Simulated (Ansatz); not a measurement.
`CO[Si](O)([SiH3])Br` + `OCCCF` → `O[Si](O)([SiH3])Br` + `COCCCF`  (formal exchange of groups at the Si–O bond)

Program: Ansatz. Geometries: PBE0-D4/def2-TZVP. ΔE: electronic, gas phase. CCSD(T)/CBS is the MP2 limit (def2-TZVPP, def2-QZVPP) plus CCSD(T) − MP2 in def2-TZVPP, frozen cores. DFT in def2-TZVPP. B3LYP here is the variant with VWN-RPA as its local correlation; programs differ in this. For Br outer-core shells are correlated without core-valence functions, which leaves a few kJ/mol of doubt a bond. Scalar relativity is left out up to krypton. One conformer a species, not always the lowest.

`CO[Si](O)([SiH3])Br`:

Z-matrix (Å, degrees):
```
C
O 1 1.412
H 1 1.095 2 111.3
H 1 1.090 2 107.9 3 119.1
H 1 1.094 2 111.0 3 -121.4
Si 2 1.629 1 126.8 3 63.2
Si 6 2.333 2 114.8 1 -68.5
O 6 1.627 2 108.3 1 170.1
Br 6 2.246 2 107.2 1 51.1
H 7 1.487 6 110.6 2 -63.9
H 7 1.488 6 108.3 2 55.5
H 7 1.485 6 109.8 2 174.7
H 8 0.960 6 118.3 2 -55.7
```

`OCCCF`:

Z-matrix (Å, degrees):
```
C
C 1 1.511
O 1 1.413 2 107.8
H 1 1.100 2 109.5 3 -120.8
H 1 1.097 2 109.6 3 121.3
C 2 1.505 1 113.0 3 178.2
H 2 1.094 1 109.4 3 -59.3
H 2 1.095 1 109.1 3 57.6
H 3 0.959 1 108.6 2 174.3
F 6 1.388 2 110.5 1 63.3
H 6 1.093 2 111.1 1 -177.5
H 6 1.095 2 111.6 1 -55.9
```

`O[Si](O)([SiH3])Br`:

Z-matrix (Å, degrees):
```
Si
O 1 1.638
Si 1 2.331 2 115.0
O 1 1.627 2 108.8 3 120.8
Br 1 2.247 2 106.4 3 -119.5
H 2 0.959 1 117.5 3 92.2
H 3 1.486 1 110.4 2 61.0
H 3 1.487 1 108.2 2 -58.5
H 3 1.485 1 109.7 2 -177.8
H 4 0.960 1 118.3 2 50.5
```

`COCCCF`:

Cartesian coordinates in Å:
```
C -0.991 -1.400 1.593
O -0.854 -0.467 0.559
C 0.354 -0.617 -0.143
C 0.419 0.418 -1.242
C 0.405 1.826 -0.699
F 0.528 2.732 -1.740
H -0.978 -2.430 1.210
H -1.949 -1.216 2.079
H -0.189 -1.299 2.337
H 1.206 -0.501 0.547
H 0.421 -1.627 -0.573
H 1.337 0.265 -1.818
H -0.425 0.283 -1.923
H 1.244 1.992 -0.014
H -0.528 2.041 -0.175
```

(1) Is it downhill or uphill in electronic energy at CCSD(T)/CBS, and by how much? (Estimate.)

(2) What do these levels give: PBE-D4, B3LYP-D4, ωB97X-V, B2PLYP, SCS-MP2/def2-QZVPP, MP2/CBS(def2)? (Best estimate.)

Largest T1 diagnostic among the species: 0.011.

Results:

(1) Ansatz gave: Downhill: ΔE = -14.6 kJ/mol.

(2) The calculation gave: PBE-D4 -15.8, B3LYP-D4 -13.7, ωB97X-V -15.2, B2PLYP -16.6, SCS-MP2/def2-QZVPP -15.2, MP2/CBS(def2) -15.6 kJ/mol.

The D4 term adds +3.1 kJ/mol with B3LYP and +1.9 kJ/mol with PBE0; it sums over pairs of atoms, weighted by their polarisabilities, and B3LYP, whose exchange is more repulsive, gets the larger term.
